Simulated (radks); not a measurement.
The numbers below are computed, except where a source is named.
All-electron atom: Cu20+ in [He] 2s2 2p5 (the NIST ground configuration). Code: a radial shooting solver on a logarithmic mesh with Libxc functionals. Model: non-relativistic Kohn-Sham, PBE, spin-polarised, spherical densities, point nucleus; open shells are filled with parallel spins first. Some entries of the table are withheld. Estimate them.

| orbital | occ. | eigenvalue (eV) | r(max) (bohr) | <r^2> (bohr^2) |
|---|---|---|---|---|
| 1s up | 1 | -9657.190 | 0.03487 | (1) |
| 1s down | 1 | -9652.472 | 0.03486 | (2) |
| 2s up | 1 | -1863.686 | 0.1964 | 0.06269 |
| 2s down | 1 | -1855.894 | 0.1966 | 0.06291 |
| 2p up | 3 | -1752.432 | 0.1559 | 0.04846 |
| 2p down | 2 | -1743.011 | 0.1562 | 0.04871 |

Answer. 
(1) 1s up <r^2> (bohr^2): 0.003741
(2) 1s down <r^2> (bohr^2): 0.003737
